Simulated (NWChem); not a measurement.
System: CH₄N₂OSi; SMILES [SiH2](N=C=O)N

NWChem input:

```
start job
memory heap 200 mb stack 900 mb global 1100 mb
geometry units angstroms noautosym nocenter noautoz
  N     -0.768895     2.161269     0.002408
  Si     0.575800     1.090194     0.003943
  N      0.196565    -0.600340     0.001706
  C     -0.129420    -1.754518    -0.001248
  O     -0.445611    -2.891792    -0.004045
  H     -1.329605     2.285368     0.836735
  H     -1.326541     2.286955    -0.833717
  H      1.356718     1.342093    -1.227268
  H      1.352078     1.339770     1.238489
end
basis spherical
  * library def2-svp
end
dft
  xc m05-2x
  iterations 150
end
cosmo
  do_cosmo_smd true
  solvent ethanol
end
task dft energy
```

Parts of the log:

```
             Northwest Computational Chemistry Package (NWChem) 7.3.0
             --------------------------------------------------------

                             Geometry "geometry" -> ""
                             -------------------------

 Output coordinates in angstroms (scale by  1.889725989 to convert to a.u.)

  No.       Tag          Charge          X              Y              Z
 ---- ---------------- ---------- -------------- -------------- --------------
    1 N                    7.0000    -0.76889500     2.16126900     0.00240800
    2 Si                  14.0000     0.57580000     1.09019400     0.00394300
    3 N                    7.0000     0.19656500    -0.60034000     0.00170600
    4 C                    6.0000    -0.12942000    -1.75451800    -0.00124800
    5 O                    8.0000    -0.44561100    -2.89179200    -0.00404500
    6 H                    1.0000    -1.32960500     2.28536800     0.83673500
    7 H                    1.0000    -1.32654100     2.28695500    -0.83371700
    8 H                    1.0000     1.35671800     1.34209300    -1.22726800
    9 H                    1.0000     1.35207800     1.33977000     1.23848900

 Effective nuclear repulsion energy (a.u.)     201.7364672063

                                 NWChem DFT Module
                                 -----------------

 Summary of "ao basis" -> "ao basis" (spherical)
 ------------------------------------------------------------------------------
       Tag                 Description            Shells   Functions and Types
 ---------------- ------------------------------  ------  ---------------------
 N                          def2-svp                 6       14   3s2p1d
 Si                         def2-svp                 8       18   4s3p1d
 C                          def2-svp                 6       14   3s2p1d
 O                          def2-svp                 6       14   3s2p1d
 H                          def2-svp                 3        5   2s1p

 in cosmo_initialize ...
 calling solv_data for solv:ethanol

 solvent parameters
 solvname_short: ethanol
 solvname_long:  ethanol
 dielec:       24.8520
 dielecinf:     1.8526
 nonaqueous SMD model solvent descriptors
 dielec:       24.8520
 sola:          0.3700
 solb:          0.4800
 solc:          0.0000
 solg:         31.6200
 solh:          0.0000
 soln:          1.3611

          ---------------
          -cosmo- solvent
          ---------------
 Cosmo: York-Karplus, doi: 10.1021/jp992097l
 dielectric constant -eps-     =  24.85
 screen = (eps-1)/(eps    )    =   0.95976
 surface charge correction     = lagrangian

   van der Waals surface
 --------------------------

 ---------- ATOMIC COORDINATES (A.U.) ------------ VDWR(ANG.) --
     1   -1.45300086    4.08420620    0.00455046     1.890
     2    1.08810422    2.06016793    0.00745119     2.470
     3    0.37145399   -1.13447810    0.00322387     1.890
     4   -0.24456834   -3.31555826   -0.00235838     1.850
     5   -0.84208269   -5.46469450   -0.00764394     1.628
     6   -2.51258912    4.31871930    1.58119988     1.200
     7   -2.50679900    4.32171830   -1.57549668     1.200
     8    2.56382526    2.53618802   -2.31920023     1.200
     9    2.55505694    2.53179819    2.34040485     1.200
 number of segments per atom =        128
 number of   points per atom =        128
 atom (   nspa,  nppa )
 ----------------------
    1 (     56,     0 )       0
    2 (     84,     0 )       0
    3 (     42,     0 )       0
    4 (     62,     0 )       0
    5 (     80,     0 )       0
    6 (     45,     0 )       0
    7 (     44,     0 )       0
    8 (     33,     0 )       0
    9 (     33,     0 )       0
 number of -cosmo- surface points =      479
 molecular surface =    121.812 angstrom**2
 molecular volume  =    105.157 angstrom**3
 -lineq- algorithm             =   0
 -bem- low  level              =   3
 -bem- from -octahedral-
 gaussian surface charge width =   4.50000
 degree of switching           =   1.00000
 switching function tolerance  =   0.00010
 atomic radii =
 --------------
    1  7.000  1.890
    2 14.000  2.470
    3  7.000  1.890
    4  6.000  1.850
    5  8.000  1.628
    6  1.000  1.200
    7  1.000  1.200
    8  1.000  1.200
    9  1.000  1.200
 ...... end of -cosmo- initialization ......

 nat:                     9
 ixmem:                  4523
 calling mnsol_interface()
 G(SMD-CDS) energy (kcal/mol)  =     4.028
 SMD-CDS SASA (angstrom**2)    =   145.513

            General Information
            -------------------
          SCF calculation type: DFT
          Wavefunction type:  closed shell.
          No. of atoms     :     9
          No. of electrons :    46
           Alpha electrons :    23
            Beta electrons :    23
          Charge           :     0
          Spin multiplicity:     1
          Use of symmetry is: off; symmetry adaption is: off
          Maximum number of iterations: 150
          AO basis - number of functions:    94
                     number of shells:    44
          Convergence on energy requested:  1.00D-06
          Convergence on density requested:  1.00D-05
          Convergence on gradient requested:  5.00D-04

              XC Information
              --------------
                       M05-2X Method XC Functional
                     Hartree-Fock (Exact) Exchange  0.560
                M05-2X metaGGA Exchange Functional  0.440
                      M05-2X Correlation Potential  1.000

             Grid Information
             ----------------
          Grid used for XC integration:  medium
          Radial quadrature: Mura-Knowles
          Angular quadrature: Lebedev.
          Tag              B.-S. Rad. Rad. Pts. Rad. Cut. Ang. Pts.
          ---              ---------- --------- --------- ---------
          N                   0.65       49          11.0       434
          Si                  1.10       88           9.0       590
          C                   0.70       49          11.0       434
          O                   0.60       49          13.0       434
          H                   0.35       45          11.0       434
          Grid pruning is: on
          Number of quadrature shells:   464
          Spatial weights used:  Erf1

      Superposition of Atomic Density Guess
      -------------------------------------

 Sum of atomic energies:        -511.53998795

      Non-variational initial energy
      ------------------------------

 Total energy =    -513.831518
 1-e energy   =   -1103.775112
 2-e energy   =     388.207127
 HOMO         =      -0.357983
 LUMO         =       0.054901

   convergence    iter        energy       DeltaE   RMS-Dens  Diis-err
 ---------------- ----- ----------------- --------- --------- ---------
     COSMO gas phase
 d= 0,ls=0.0,diis     1   -514.3857548824 -7.16D+02  1.17D-02  9.15D-01
 d= 0,ls=0.0,diis     2   -514.3815124796  4.24D-03  5.94D-03  1.20D+00
 d= 0,ls=0.0,diis     3   -514.4906371236 -1.09D-01  1.45D-03  3.57D-02
 d= 0,ls=0.0,diis     4   -514.4924424162 -1.81D-03  7.32D-04  1.62D-02
 d= 0,ls=0.0,diis     5   -514.4940781555 -1.64D-03  1.53D-04  4.24D-04
  Resetting Diis
 d= 0,ls=0.0,diis     6   -514.4941258943 -4.77D-05  4.33D-05  3.40D-05
 d= 0,ls=0.0,diis     7   -514.4941294794 -3.59D-06  2.59D-05  4.88D-06
 d= 0,ls=0.0,diis     8   -514.4941294320  4.74D-08  1.25D-05  5.73D-06
 d= 0,ls=0.0,diis     9   -514.4941300119 -5.80D-07  1.91D-06  4.79D-08

   convergence    iter        energy       DeltaE   RMS-Dens  Diis-err
 ---------------- ----- ----------------- --------- --------- ---------
     COSMO solvation phase
 d= 0,ls=0.0,diis     1   -514.4959276948 -1.80D-03  1.05D-03  3.40D-03
 d= 0,ls=0.0,diis     2   -514.4966392737 -7.12D-04  3.58D-04  3.39D-03
 d= 0,ls=0.0,diis     3   -514.4969259345 -2.87D-04  1.84D-04  2.68D-04
 d= 0,ls=0.0,diis     4   -514.4969656492 -3.97D-05  4.94D-05  2.96D-05
 d= 0,ls=0.0,diis     5   -514.4969686161 -2.97D-06  1.85D-05  5.32D-06
 d= 0,ls=0.0,diis     6   -514.4969692489 -6.33D-07  4.60D-06  1.07D-07

         Total DFT energy =     -514.496969248897
      One electron energy =    -1106.949098398795
           Coulomb energy =      440.983473770045
    Exchange-Corr. energy =      -50.210911402542
 Nuclear repulsion energy =      201.736467206252

             COSMO energy =       -0.056900423858

 Numeric. integr. density =       45.999999382307

                                COSMO-SMD solvation results
                                ---------------------------

             internal energy in gas <Psi(g)|H|Psi(g)> =      -514.494130011946
         internal energy in solvent <Psi(s)|H|Psi(s)> =      -514.492890238905
                               delta internal energy  =         0.001239773042 (    0.78 kcal/mol)
   total free energy in solvent <Psi(s)|H+V/2|Psi(s)> =      -514.503387768695
 polarization energy contribution <Psi(s)|V/2|Psi(s)> =        -0.010497529790 (   -6.59 kcal/mol)
    total free energy in solvent including G(SMD-CDS) =      -514.496969248897
                       G(SMD-CDS) energy contribution =         0.006418519798 (    4.03 kcal/mol)
     1 M fixed-concentration free energy of solvation =        -0.002839236950 (   -1.78 kcal/mol)

                       DFT Final Molecular Orbital Analysis
                       ------------------------------------

 Vector   21  Occ=2.000000D+00  E=-3.776898D-01
              MO Center=  9.8D-03, -8.3D-01,  5.5D-04, r^2= 3.8D+00
   Bfn.  Coefficient  Atom+Function         Bfn.  Coefficient  Atom+Function
  ----- ------------  ---------------      ----- ------------  ---------------
    36      0.412273  3 N  px                64      0.347893  5 O  px
    39     -0.330646  3 N  px                67      0.267598  5 O  px
     4      0.174790  1 N  px                 7     -0.121075  1 N  px
     3     -0.114353  1 N  s                 65     -0.106039  5 O  py
    85      0.093775  8 H  s                 90      0.093982  9 H  s

 Vector   22  Occ=2.000000D+00  E=-3.596866D-01
              MO Center=  3.3D-01, -5.9D-01,  1.2D-03, r^2= 4.1D+00
   Bfn.  Coefficient  Atom+Function         Bfn.  Coefficient  Atom+Function
  ----- ------------  ---------------      ----- ------------  ---------------
    38      0.397375  3 N  pz                66      0.334687  5 O  pz
    41     -0.324599  3 N  pz                69      0.263286  5 O  pz
    85     -0.199474  8 H  s                 90      0.199326  9 H  s
    86     -0.160979  8 H  s                 91      0.160928  9 H  s
    24      0.148071  2 Si pz                52     -0.115148  4 C  pz

 Vector   23  Occ=2.000000D+00  E=-3.329423D-01
              MO Center= -6.0D-01,  1.8D+00,  2.3D-03, r^2= 2.3D+00
   Bfn.  Coefficient  Atom+Function         Bfn.  Coefficient  Atom+Function
  ----- ------------  ---------------      ----- ------------  ---------------
     5      0.473285  1 N  py                 8     -0.411075  1 N  py
     4      0.240212  1 N  px                 7     -0.195601  1 N  px
    35     -0.138588  3 N  s                 36     -0.129108  3 N  px
    26     -0.126427  2 Si py                64     -0.120876  5 O  px
    37      0.109981  3 N  py                39      0.104638  3 N  px

 Vector   24  Occ=0.000000D+00  E= 6.242879D-02
              MO Center=  1.4D-01, -6.6D-02,  1.6D-03, r^2= 5.2D+00
   Bfn.  Coefficient  Atom+Function         Bfn.  Coefficient  Atom+Function
  ----- ------------  ---------------      ----- ------------  ---------------
    25      0.847328  2 Si px                 3      0.828917  1 N  s
    50     -0.396056  4 C  px                53     -0.389691  4 C  px
    26     -0.341335  2 Si py                86     -0.318438  8 H  s
    91     -0.317584  9 H  s                 67      0.263225  5 O  px
    64      0.235262  5 O  px                76     -0.208108  6 H  s

 Vector   25  Occ=0.000000D+00  E= 8.059181D-02
              MO Center=  1.3D-01, -7.8D-01,  1.9D-04, r^2= 4.1D+00
   Bfn.  Coefficient  Atom+Function         Bfn.  Coefficient  Atom+Function
  ----- ------------  ---------------      ----- ------------  ---------------
    27      0.885650  2 Si pz                86      0.664874  8 H  s
    91     -0.664734  9 H  s                 55     -0.518215  4 C  pz
    52     -0.496136  4 C  pz                69      0.339624  5 O  pz
    66      0.293038  5 O  pz                41      0.236546  3 N  pz
    38     -0.201027  3 N  pz                24      0.151651  2 Si pz

 Vector   26  Occ=0.000000D+00  E= 1.098533D-01
              MO Center=  2.7D-01,  3.8D-01,  2.1D-03, r^2= 5.1D+00
   Bfn.  Coefficient  Atom+Function         Bfn.  Coefficient  Atom+Function
  ----- ------------  ---------------      ----- ------------  ---------------
    35      1.299294  3 N  s                 26      1.127157  2 Si py
    49     -0.966941  4 C  s                 18     -0.469405  2 Si s
    25      0.471663  2 Si px                63      0.327733  5 O  s
     7     -0.253241  1 N  px                86     -0.214186  8 H  s
    91     -0.214410  9 H  s                 17      0.209773  2 Si s

     Multipole analysis of the density
     ---------------------------------

     L   x y z        total         alpha         beta         nuclear
     -   - - -        -----         -----         ----         -------
     0   0 0 0     -0.000000    -23.000000    -23.000000     46.000000

     1   1 0 0     -0.405651      0.018148      0.018148     -0.441946
     1   0 1 0      1.263566      0.837800      0.837800     -0.412034
     1   0 0 1      0.000905     -0.054719     -0.054719      0.110343

     2   2 0 0    -24.970769    -44.510528    -44.510528     64.050288
     2   1 1 0     -4.051663    -11.955141    -11.955141     19.858619
     2   1 0 1     -0.005479     -0.073216     -0.073216      0.140954
     2   0 2 0    -34.144420   -287.185228   -287.185228    540.226037
     2   0 1 1     -0.017087     -0.390495     -0.390495      0.763904
     2   0 0 2    -25.520022    -20.680042    -20.680042     15.840063
```

Level: M05-2X/def2-SVP, SMD on the gas-phase geometry. Coordinates come from a B3LYP/6-31G* (spherical d) optimisation. Solvent: ethanol.
